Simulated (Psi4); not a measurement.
Complex: C2H4 (SMILES C=C) (first 6 atoms) with H4OSi (SMILES O[SiH3]); geometry from B3LYP-D3(BJ)/def2-TZVP, rigid monomers moved along the line of their centres of mass till H4···O7 is 3.04 Å.
(charge 0, multiplicity 1):
```xyz
12

C     -0.35516    -0.46886    -0.01820
C      0.46626     0.57046     0.00286
H     -1.16453    -0.53941    -0.73512
H     -0.24692    -1.28368     0.68632
H      1.27205     0.63552     0.72348
H      0.36671     1.39421    -0.69385
O      0.69230    -0.98647     3.56584
Si    -0.32116     0.20655     4.10732
H      1.56411    -1.05480     3.96170
H     -0.42211     0.17546     5.58867
H     -1.63838    -0.06725     3.50530
H      0.15225     1.55323     3.70767
```

The numbers are results of Psi4 1.11 with SAPT0/jun-cc-pV(D+d)Z, not measurements.

Problem. Which attractive term is largest, and how does the interaction split up?

Solution. electrostatics -0.88, exchange 0.89, induction -0.14, dispersion -0.96, total -1.09 kcal/mol; the largest attraction is dispersion.
